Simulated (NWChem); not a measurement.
Species: CdGeH$_{3}$F; SMILES [F][Cd][GeH3]

```xyz
6

Cd    -0.4946     0.6957    -0.0035
F     -0.6868     2.6455    -0.0038
Ge    -0.2484    -1.7999    -0.0030
H      0.0730    -2.3184    -1.4302
H      0.9018    -2.2354     0.9438
H     -1.5580    -2.4801     0.4777
```
Atoms are numbered in this order, from 1.

Level: PBE-D3(BJ)/def2-SVP with def2 effective core potentials on Cd (NWChem), optimised geometry, unscaled harmonic frequencies. def2 effective core potentials on Cd; no spin-orbit coupling.

Question: List the harmonic frequencies with IR intensities, and the thermochemistry.

Answer: 
```json
[
 {"frequency (cm⁻¹)": "92", "IR intensity (km/mol)": "8.5"},
 {"frequency (cm⁻¹)": "92", "IR intensity (km/mol)": "8.5"},
 {"frequency (cm⁻¹)": "212", "IR intensity (km/mol)": "0.5"},
 {"frequency (cm⁻¹)": "419", "IR intensity (km/mol)": "1.9"},
 {"frequency (cm⁻¹)": "421", "IR intensity (km/mol)": "1.9"},
 {"frequency (cm⁻¹)": "583", "IR intensity (km/mol)": "84.3"},
 {"frequency (cm⁻¹)": "753", "IR intensity (km/mol)": "198.2"},
 {"frequency (cm⁻¹)": "856", "IR intensity (km/mol)": "30.4"},
 {"frequency (cm⁻¹)": "857", "IR intensity (km/mol)": "30.4"},
 {"frequency (cm⁻¹)": "2064", "IR intensity (km/mol)": "55.4"},
 {"frequency (cm⁻¹)": "2081", "IR intensity (km/mol)": "88.9"},
 {"frequency (cm⁻¹)": "2082", "IR intensity (km/mol)": "88.9"}
]
```

| Quantity | Value |
|---|---|
| zero-point energy | 15.0 kcal/mol |
| thermal correction to the enthalpy at 298.15 K (with zero-point energy) | 19.3 kcal/mol |
| heat capacity Cv | 17.5 cal/(mol K) |
| entropy at 298.15 K and 1 atm (symmetry number 3) | 77.4 cal/(mol K) |

Rigid rotor and harmonic oscillator; modes under 100 cm⁻¹ make the entropy uncertain.
